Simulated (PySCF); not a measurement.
B3LYP has the VWN-RPA correlation part, as in Gaussian. 

## [Zn(NH2)(H)] (charge 0, multiplicity 1)

The numbers are results of B3LYP-D3(BJ)/def2-TZVP // PBE-D3(BJ)/def2-SVP (PySCF), not measurements.

- HOMO = -6.65 eV
- dipole moment = 1.13 D
- HOMO–LUMO gap = 6.08 eV
- LUMO = -0.57 eV
- charge on the central atom (Mulliken) = 0.30 e
- charge on the central atom (meta-Löwdin) = 0.98 e
- total energy = -1836.0275 Ha
- cost = around 14 core-seconds (rough)

```xyz
5

Zn     0.0527    -0.0560    -0.0239
N     -0.5862    -0.4515     1.6437
H      0.1184    -0.5691     2.3829
H     -1.2071    -1.2681     1.7094
H      0.5154     0.4025    -1.4101
```
Charge 0, spin multiplicity 1.
